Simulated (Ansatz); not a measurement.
Born–Oppenheimer molecular dynamics of Cl2GaH5Si (9 atoms, charge 0, multiplicity 1). It starts at the highest image of a converged band, a first-order saddle point between two minima.

Method: RKS PBE-D4/def2-SVP (Ansatz 0.2.0).

```yaml
ensemble: NVE (velocity Verlet)
time_step: 0.5 fs
steps_asked: 200
starting_velocities_drawn_for: 300 K
seed: 10817
```

Frames 1 fs apart, positions in Å.

Velocities at 65.0 fs (Å/ps):

```
Ga 5.50 4.93 -2.36
H -57.19 -56.69 8.42
Cl -4.52 -0.12 3.66
Cl -4.08 -3.21 -2.35
H -66.03 -52.26 57.01
Si 1.37 -4.53 1.32
H 5.57 -4.29 -2.92
H 20.76 10.45 9.12
H -19.40 5.26 8.64
```

```xyz
9
Properties=species:S:1:pos:R:3 time_fs=65.0 energy_less_start_eV=-1.046 T=1456
Ga -0.882 0.534 -0.260
H -4.193 -3.746 2.619
Cl -1.893 0.411 -2.204
Cl -1.512 2.270 1.109
H -4.602 -3.937 2.060
Si 1.157 -0.260 0.059
H 1.438 -0.749 1.448
H 1.639 -1.044 -1.057
H 1.915 0.997 -0.132
9
Properties=species:S:1:pos:R:3 time_fs=66.0 energy_less_start_eV=-1.028 T=1439
Ga -0.877 0.539 -0.262
H -4.244 -3.800 2.635
Cl -1.897 0.411 -2.200
Cl -1.516 2.267 1.107
H -4.675 -3.992 2.109
Si 1.159 -0.264 0.061
H 1.444 -0.755 1.444
H 1.660 -1.038 -1.051
H 1.896 1.005 -0.123
9
Properties=species:S:1:pos:R:3 time_fs=67.0 energy_less_start_eV=-1.115 T=1531
Ga -0.872 0.545 -0.264
H -4.281 -3.847 2.669
Cl -1.902 0.410 -2.196
Cl -1.520 2.263 1.104
H -4.761 -4.053 2.140
Si 1.161 -0.269 0.062
H 1.450 -0.762 1.441
H 1.684 -1.041 -1.051
H 1.880 1.019 -0.113
9
Properties=species:S:1:pos:R:3 time_fs=68.0 energy_less_start_eV=-1.147 T=1567
Ga -0.867 0.550 -0.267
H -4.312 -3.893 2.709
Cl -1.907 0.410 -2.192
Cl -1.524 2.259 1.101
H -4.852 -4.117 2.166
Si 1.164 -0.274 0.065
H 1.456 -0.771 1.438
H 1.710 -1.053 -1.057
H 1.866 1.037 -0.102
9
Properties=species:S:1:pos:R:3 time_fs=69.0 energy_less_start_eV=-1.120 T=1539
Ga -0.863 0.556 -0.269
H -4.349 -3.940 2.743
Cl -1.911 0.410 -2.188
Cl -1.528 2.255 1.098
H -4.938 -4.178 2.197
Si 1.167 -0.278 0.067
H 1.462 -0.782 1.437
H 1.736 -1.071 -1.064
H 1.853 1.058 -0.090
9
Properties=species:S:1:pos:R:3 time_fs=70.0 energy_less_start_eV=-1.127 T=1547
Ga -0.859 0.562 -0.271
H -4.399 -3.993 2.766
Cl -1.915 0.410 -2.184
Cl -1.532 2.251 1.095
H -5.012 -4.235 2.239
Si 1.171 -0.283 0.069
H 1.468 -0.795 1.436
H 1.761 -1.092 -1.072
H 1.841 1.080 -0.077
9
Properties=species:S:1:pos:R:3 time_fs=71.0 energy_less_start_eV=-1.187 T=1612
Ga -0.855 0.569 -0.274
H -4.462 -4.051 2.777
Cl -1.920 0.410 -2.180
Cl -1.535 2.246 1.091
H -5.072 -4.286 2.293
Si 1.176 -0.288 0.071
H 1.474 -0.810 1.436
H 1.783 -1.114 -1.077
H 1.829 1.100 -0.062
9
Properties=species:S:1:pos:R:3 time_fs=72.0 energy_less_start_eV=-1.222 T=1649
Ga -0.852 0.575 -0.276
H -4.534 -4.112 2.781
Cl -1.924 0.410 -2.175
Cl -1.539 2.241 1.087
H -5.123 -4.333 2.355
Si 1.181 -0.293 0.073
H 1.480 -0.826 1.437
H 1.802 -1.134 -1.076
H 1.817 1.117 -0.047
9
Properties=species:S:1:pos:R:3 time_fs=73.0 energy_less_start_eV=-1.178 T=1602
Ga -0.848 0.582 -0.279
H -4.604 -4.173 2.787
Cl -1.929 0.410 -2.171
Cl -1.543 2.235 1.084
H -5.176 -4.381 2.414
Si 1.188 -0.298 0.075
H 1.486 -0.843 1.439
H 1.817 -1.152 -1.069
H 1.805 1.128 -0.030
9
Properties=species:S:1:pos:R:3 time_fs=74.0 energy_less_start_eV=-1.188 T=1614
Ga -0.845 0.589 -0.281
H -4.658 -4.227 2.803
Cl -1.933 0.410 -2.166
Cl -1.546 2.230 1.079
H -5.245 -4.436 2.464
Si 1.194 -0.304 0.077
H 1.492 -0.860 1.441
H 1.826 -1.165 -1.056
H 1.793 1.132 -0.013
9
Properties=species:S:1:pos:R:3 time_fs=75.0 energy_less_start_eV=-1.276 T=1708
Ga -0.843 0.596 -0.283
H -4.694 -4.276 2.830
Cl -1.938 0.410 -2.162
Cl -1.550 2.224 1.075
H -5.333 -4.496 2.503
Si 1.202 -0.309 0.079
H 1.496 -0.877 1.442
H 1.831 -1.175 -1.037
H 1.781 1.131 0.005
9
Properties=species:S:1:pos:R:3 time_fs=76.0 energy_less_start_eV=-1.289 T=1724
Ga -0.840 0.603 -0.286
H -4.725 -4.322 2.859
Cl -1.942 0.410 -2.157
Cl -1.553 2.218 1.071
H -5.425 -4.558 2.539
Si 1.210 -0.314 0.080
H 1.500 -0.894 1.442
H 1.833 -1.181 -1.013
H 1.771 1.123 0.024
```

Of the whole run (100 fs, mean temperature of the second half 1666 K): The conserved energy stayed within 0.24 meV per atom of its start (net change 0.0037 meV per atom), so the integration is sound. The kinetic energy rose, since the run started high on the potential surface and went downhill. It ends in pieces (Cl2GaH3Si + H2), so much of that is their flight and rotation, not heat. A run of 0.1 ps of so small a system gives no equilibrium averages. The orbitals stay closed-shell, which can raise the energy where a bond breaks towards radicals; this wasn't checked here.

The run took 3.3 min on 2 threads of Intel(R) Xeon(R) 6975P-C (Granite Rapids), with other jobs on the host, peak memory 0.17 GiB.
